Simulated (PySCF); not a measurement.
Ge(H)2(Cl)2, H₂Cl₂Ge, SMILES [Cl][GeH2][Cl] (PBE0/def2-SVP optimised geometry):

```
5

Ge    -0.431    -0.663     0.000
Cl    -1.099    -1.600    -1.816
Cl    -1.100     1.380     0.000
H      1.100    -0.663     0.000
H     -1.094    -1.380     1.178
```

Level of theory: PBE0/def2-TZVP (PySCF).

Q: What are the frontier orbital energies and the dipole moment?

A: HOMO-2 -9.47 eV, HOMO-1 -9.22 eV, HOMO -9.02 eV, LUMO -0.79 eV, LUMO+1 -0.16 eV; dipole moment 1.98 D.

On the same geometry PBE/def2-TZVP (PySCF) gives HOMO-2 -7.99 eV, HOMO-1 -7.80 eV, HOMO -7.63 eV, LUMO -1.77 eV, LUMO+1 -1.03 eV; dipole moment 1.86 D.

Meta-Löwdin charges at PBE0/def2-TZVP: Ge1 0.67, Cl2 -0.29, Cl3 -0.29, H4 -0.04, H5 -0.04.
